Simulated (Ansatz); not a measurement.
Ideal-gas functions of AlFH₂OSe (`[OH][Al]([F])[SeH]`) at 600 K and 1 bar, from an Ansatz frequency run at PBE0-D4/def2-TZVP.

Molar mass 142.96 g/mol, point group Cs (symmetry number 1), electronic degeneracy 1, moments of inertia 78.18, 284.05, 362.231 u Å². Harmonic wavenumbers (cm⁻¹, unscaled): 140, 200, 203, 244, 308, 381, 564, 609, 802, 950, 2444, 3975.

Use S(trans) = R[1.5 ln M + 2.5 ln T − 1.1517]; rotational temperatures θ = 24.2544 K / I; S(rot) = R[ln(√π/σ · √(T³/θAθBθC)) + 1.5]; for each mode x = 1.438777 ν̃/T, S = R[x/(eˣ − 1) − ln(1 − e⁻ˣ)] and H = RT x/(eˣ − 1); 1 cm⁻¹ = 0.0119627 kJ/mol; R = 8.31446 J/(mol·K).

**Question.** By hand: the entropy, in J/(mol·K).

**Answer.** Translation 185.3. Rotation: θ = 0.3102, 0.0854, 0.067 K, giving 123.3. Vibration, mode by mode: 17.43, 14.50, 14.38, 12.89, 11.02, 9.35, 6.41, 5.87, 4.05, 3.06, 0.16, 0.01, in all 99.1. Electronic 0.0. Sum 407.7 J/(mol·K).

**Question.** By hand: H − E and G − E in kJ/mol, counted from the electronic energy.

**Answer.** Zero-point energy ½ × 10820 × 0.0119627 = 64.7; thermal vibration 29.6; translation, rotation and pV give 4 RT = 20.0. H − E = 114.3 kJ/mol, and G − E = 114.3 − 600 × 407.7/1000 = -130.3 kJ/mol.

Vibration gives 24 % of the entropy, 17.4 J/(mol·K) of it from the mode under 150 cm⁻¹: soft modes count most, and the harmonic formula is weakest for them. The sum counts one conformer and one mirror image; others add a mixing term.
